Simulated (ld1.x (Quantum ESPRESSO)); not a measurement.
**Transferability test, TM potential for chromium (Cr)**

ld1.x (Quantum ESPRESSO) 7.5 input, shortened:

```
&input
   title='Cr', zed=24., rel=1, dft='PBE', iswitch=3,
   config='[Ar] 3d5 4s1 4p0'
 /
 &inputp
   pseudotype=2, tm=.true., lloc=0,
   nlcc=.true., rcore=1.05
 /
3
3P  2  1   6.00   0.00  1.05  1.05  0.0
3D  3  2   5.00   0.00  2.05  2.05  0.0
3S  1  0   2.00   0.00  1.40  1.40  0.0
 &test
   configts(1)='3s2 3p6 3d5 4s1 4p0'
 /
```

Occupied shells without a wave of their own: 4s. They enter only through the test configuration that unscreens the potential, and ld1.x also counts them in the model core charge.

Energies are relative to the spin-unpolarised reference configuration 3s2 3p6 3d5 4s1 4p0; without spin polarisation the order of configurations can differ from experiment. The frozen-core shift is the all-electron ΔE with the core orbitals held at their reference shape minus the fully relaxed ΔE.

ld1.x takes every shell without a wave as core, so the model core holds the 4s electrons as well and exchange and correlation see them twice. This cancels in the reference configuration, but the file is broken for other ones, and its errors say nothing about a proper core correction.

```tsv
valence configuration	charge	ΔE all-electron (eV)	error AE − PS (meV)	frozen-core shift (meV)
3s2 3p6 3d5 4s0 4p0	+1	6.901	-799	+1.1
3s2 3p6 3d4 4s0 4p0	+2	22.953	-1394	-0.5
3s2 3p6 3d3 4s0 4p0	+3	53.702	-1887	-3.0
3s2 3p6 3d6 4s0 4p0	0	1.732	-431	+1.5
3s2 3p5 3d5 4s1 4p0	+1	51.513	-206	+14
3s2 3p6 3d4 4s1 4p1	0	3.506	+119	-1.8
3s2 3p6 3d4 4s1 4p0	+1	7.987	-28	-1.5
```

A variational frozen-core shift is positive and of second order in the change. This column holds negative values, so the frozen-core run of ld1.x carries numerical noise or an error of first order here, and the column gives no more than the rough size of the effect.

The potential misses its own reference levels by up to 0.5 eV.
